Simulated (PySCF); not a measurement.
C2H3Cl2FSi, SMILES ClC([Si@H](Cl)F)=C.

The structure is a stationary point at B3LYP-D3(BJ)/def2-SVP. The structure was generated by enumeration; whether it is a known compound was not checked. The values are those of a single conformer.

These are PBE0/def2-TZVP (PySCF) values and carry that method's errors.

Gas-phase values at a fixed geometry.

Computed frontier levels, gap, dipole moment and polarisability:
```yaml
highest_occupied_level: -8.06 eV
lowest_empty_level: -1.34 eV
orbital_gap: 6.72 eV
dipole_moment: 1.42 D
quadrupole, principal values (traceless, Buckingham form, about the centre of nuclear charge): -5.85, -1.15, 7.00 D·Å
mean_static_polarisability: 70.1 bohr³ (10.39 Å³)
polarisability_principal_values: 55.8, 71.8, 82.7 bohr³
```
